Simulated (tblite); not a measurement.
Isomers of C6H16N2. Method: GFN2-xTB as coded in tblite; computed harmonic values from a numerical Hessian at the method's own geometry, unscaled. The method is semi-empirical: single wavenumbers can be off by several per cent or more. One conformer each.

Electronic energies: GFN2-xTB at the same geometries; isomer energies are rough at this level and their order can be wrong.

| SMILES | electronic energy, lowest = 0 (kcal/mol) |
| --- | --- |
| CCN(NC)C(C)C | 0.0 |
| CC[C@@H](C)N(C)NC | 0.5 |
| CCC(C)(C)NNC | 2.6 |

Q: How do GFN2-xTB zero-point energies change the relative energies?

A: 
```csv
SMILES,ZPE (kcal/mol),of it from modes above 1550 cm⁻¹,electronic (kcal/mol),"with ZPE, lowest = 0 (kcal/mol)",lowest mode (cm⁻¹),rings
CCN(NC)C(C)C,136.4,68.9,0.0,0.0,69,0
CC[C@@H](C)N(C)NC,136.5,68.8,0.5,0.6,52,0
CCC(C)(C)NNC,136.8,69.5,2.6,2.9,66,0
```

The zero-point energies span 0.4 kcal/mol, from `CCN(NC)C(C)C` to `CCC(C)(C)NNC`. The order is unchanged.

Q: What do entropy and thermal enthalpy add at 298.15 K and 1 bar (rigid rotor, harmonic oscillator, one conformer each)?

A: 
```tsv
SMILES	point group	symmetry number	S (cal/(mol K))	H − H(0) (kcal/mol)	ZPE + H − H(0) − TS (kcal/mol)
CCN(NC)C(C)C	C1	1	100.6	7.51	113.9
CC[C@@H](C)N(C)NC	C1	1	100.7	7.47	114.0
CCC(C)(C)NNC	C1	1	99.7	7.44	114.5
```
